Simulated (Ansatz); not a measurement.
Species: CH$_{3}$GeO$_{2}$, net charge 0, doublet state. It need not be the lowest isomer of its formula. 
Structure (B3LYP-D3(BJ)/def2-TZVP (Ansatz, a first-principles code) minimum search):
SMILES: [C](=O)[O][GeH3]
```xyz
7

O      2.0322    -0.4650    -0.8448
C      1.7954    -0.2579     0.3012
O      0.6927     0.0189     0.9277
Ge    -0.9007     0.1435    -0.0547
H     -1.9050     0.4734     1.0491
H     -0.7117     1.2742    -1.0675
H     -1.1315    -1.2226    -0.7032
```
Charge 0, spin multiplicity 2.

Dipole moments at this geometry, in debye (magnitudes).

| level | program | dipole (D) |
|---|---|---|
| SVWN5/def2-TZVPD | Ansatz | 3.07 |
| PBE0/def2-TZVPD | Ansatz | (withheld) |
| BHLYP/def2-TZVPD | Ansatz | 3.48 |
| r2SCAN0/def2-TZVPD | Ansatz | 3.36 |
| CCSD(T)/aug-cc-pVDZ | Ansatz | (withheld) |

Q: Complete the blanks.

A: 
- PBE0/def2-TZVPD, dipole (D): 3.31
- CCSD(T)/aug-cc-pVDZ, dipole (D): 3.31
